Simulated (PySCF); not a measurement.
All values below come from B3LYP-D3(BJ)/def2-TZVP run with PySCF 2.14.0. Gas-phase values, no solvent. One relaxed conformer stands for a flexible species; it need not be the lowest. B3LYP has the VWN-RPA correlation part, as in Gaussian. Excitations are Tamm–Dancoff values on a coarser integration grid. The basis has no diffuse functions, so Rydberg states are missing or too high.

Reference species (SMILES): `B(CN)=C` (neutral, multiplicity 1).

```yaml
brightest of the four lowest singlets (TDA): 5.59 eV
T1 excitation (TDA): 3.25 eV
HOMO–LUMO gap: 5.23 eV
HOMO: -6.16 eV
```

After one change: the brightest of the four lowest singlets (TDA) falls by 0.64 eV; the T1 excitation (TDA) decreases by 0.29 eV; the HOMO–LUMO gap decreases by 0.40 eV; the HOMO drops by 0.13 eV.

What was changed between the two runs? The new species is one of these.
(A) `B/C=N\C`
(B) `C=BNC`
(C) `B/C=C\N`
(D) `[H]/B=C(\C)N`

C, `B/C=C\N`
